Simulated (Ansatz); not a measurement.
Calculation: frozen-core CCSD(T)/cc-pVTZ // CAM-B3LYP-D3(BJ)/def2-TZVP (Ansatz, a quantum-chemistry and plane-wave program).

Ansatz 0.2 input:
```yaml
crystal:
  periodic: [false, false, false]
  atoms:
    - { symbol: N, position_ang: [-1.059809, -0.850549, 0.329871] }
    - { symbol: B, position_ang: [-0.153878, 0.172135, -0.034223] }
    - { symbol: N, position_ang: [1.248328, -0.053953, -0.094844] }
    - { symbol: O, position_ang: [-0.706062, 1.404724, -0.328294] }
    - { symbol: H, position_ang: [-2.047009, -0.676317, 0.367576] }
    - { symbol: H, position_ang: [-0.792579, -1.78693, 0.565431] }
    - { symbol: H, position_ang: [1.668564, -0.940133, 0.115436] }
    - { symbol: H, position_ang: [1.914365, 0.651475, -0.348594] }
    - { symbol: H, position_ang: [-0.071922, 2.079546, -0.572361] }
basis:
  gaussian: { orbitals: cc-pVTZ }
correlation:
  method: ccsd_t
```

Output:

```
Functional definition: HF
1106 factors; integrals over basis functions are off by at most 1.1e-3 eV
mean field evaluation 1: about -5752.7717 eV, gradient 5.1e1 eV
mean field evaluation 2: about -5752.7745 eV, gradient 5.1e1 eV
mean field evaluation 4: about -5757.5600 eV, gradient 3.1e0 eV
mean field evaluation 8: about -5757.5923 eV, gradient 1.4e-4 eV
mean field evaluation 16: about -5757.5893 eV, gradient 2.4e-1 eV
mean field -5757.59230548 eV, -211.5876145902 hartree, gradient 1.8e-6 eV, S^2 0.000000; 0 other end points of the search recorded, 0 dependent functions left out
4 core orbitals not correlated
reference -5757.59230548 eV, -211.5876145902 hartree; 12, 12 occupied and 174, 174 virtual orbitals, 1106 factors
second order -20.91153438 eV of doubles, -0.00000000 eV of singles
cycle   1  -21.00026910 eV  change   -8.9e-2 eV  update   7.9e-2
cycle   2  -21.40619016 eV  change   -4.1e-1 eV  update   2.2e-2
cycle   3  -21.48973117 eV  change   -8.4e-2 eV  update   1.1e-2
cycle   4  -21.47978533 eV  change    9.9e-3 eV  update   2.3e-3
cycle   5  -21.47969559 eV  change    9.0e-5 eV  update   9.8e-4
cycle   6  -21.47995078 eV  change   -2.6e-4 eV  update   2.6e-4
cycle   7  -21.47973699 eV  change    2.1e-4 eV  update   8.0e-5
cycle   8  -21.47969613 eV  change    4.1e-5 eV  update   2.3e-5
cycle   9  -21.47969355 eV  change    2.6e-6 eV  update   8.6e-6
perturbative correction -0.78576737 eV, -0.0288764182 hartree
Total energy: -5779.85776640 eV, -212.4058551869 hartree
```

Cost: very roughly 110 core-seconds.
